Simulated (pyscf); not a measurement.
`[OH][Mg][OH]`, singlet

Gas-phase minimum from PySCF at ωB97X-D3(BJ)/def2-SVP, one conformer. 

SMILES: [OH][Mg][OH]
```xyz
5

O      0.7177    -1.7436    -0.9398
Mg     0.2486    -0.1215    -0.4300
O     -0.2216     1.5003     0.0796
H      0.9666    -2.6181    -1.2192
H     -0.4667     2.3755     0.3605
```
Charge 0, spin multiplicity 1.

Bonded distances (Å): O1–Mg2 1.764, O1–H4 0.951, Mg2–O3 1.764, O3–H5 0.951. Bond angles (°): Mg2–O1–H4 179.6, O1–Mg2–O3 180.0, Mg2–O3–H5 179.4.

Properties at ωB97X-D3(BJ)/def2-SVP:

```
Item                                                                                                                                                                    Result
---------------------------------------------------------------------------------------------------------------------  -------------------------------------------------------
Harmonic wavenumbers, unscaled                                                                                         138, 138, 163, 163, 186, 186, 632, 947, 4106, 4108 cm⁻¹
Zero-point energy                                                                                                                                                15.4 kcal/mol
Rotational symmetry number                                                                                                                                                   2
Entropy of this conformer at 298 K and 1 atm, rigid rotor and harmonic oscillator, modes under 100 cm⁻¹ raised to 100                                          288.1 J/(mol K)
Dipole moment                                                                                                                                                           0.01 D
```

Single-point totals, which compare only within one level (frozen core for MP2 and CC):

| level | total energy (hartree) |
|---|---|
| ωB97X-D3(BJ)/def2-TZVP | -351.92552 |
| PBE/def2-TZVP | -351.59523 |
| r²SCAN/def2-TZVP | -351.78265 |
| B3LYP-D3(BJ)/def2-TZVP | -351.91039 |
| PBE0-D3(BJ)/def2-TZVP | -351.61302 |
| M06-2X/def2-TZVP | -351.80213 |
| ωB97M-D3(BJ)/def2-TZVP | -351.95540 |
| HF/def2-TZVPP | -350.65402 |
| MP2/def2-TZVPP | -351.34856 |
| CCSD/def2-TZVPP | -351.35513 |
| CCSD(T)/def2-TZVPP | -351.37366 |

Soft torsions are taken as harmonic, which can shift the entropy by several J/(mol K). The CCSD(T) − MP2 part came from Ansatz, without density fitting, on the same reference. The frozen core leaves the outer d or s,p core shells of the metals and heavy elements correlated in the MP2 and CC values, and def2-TZVPP describes them poorly, so these totals are far from the basis limit.
